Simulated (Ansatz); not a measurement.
Reaction (redistribution): `[F][Al]([F])[I]` + `C[Si](Cl)(Cl)Cl` → `[CH3][Al]([F])[I]` + `F[Si](Cl)(Cl)Cl`

Isolated molecules relaxed with PBE0-D4/def2-TZVP in Ansatz; ΔE leaves out vibrations. CBS: MP2 limit from def2 TZ/QZ plus the TZ coupled-cluster correction, frozen cores. DFT in def2-TZVPP. def2 core potentials past Kr. For I outer-core shells are correlated without core-valence functions, which leaves a few kJ/mol of doubt a bond.

```csv
level,ΔE (kJ/mol)
LDA (SPW92),36.3
BLYP-D4,43.9
```

What does CCSD(T)/CBS give? (An estimate is asked.)

Computed: +45.7 kJ/mol. The listed levels differ from it by -9.4, -1.8 kJ/mol.

Largest T1 diagnostic among the species: 0.011.

The D4 term adds +3.6 kJ/mol with B3LYP and +2.0 kJ/mol with PBE0; it sums over pairs of atoms, weighted by their polarisabilities, and B3LYP, whose exchange is more repulsive, gets the larger term. Leaving LDA and LC-ωPBE aside and taking each functional with its dispersion term where it has one, the values, not all of them listed here, spread over 5.7 kJ/mol, from B97M-V to revPBE-D4.

B3LYP here is the variant with VWN-RPA as its local correlation; programs differ in this.
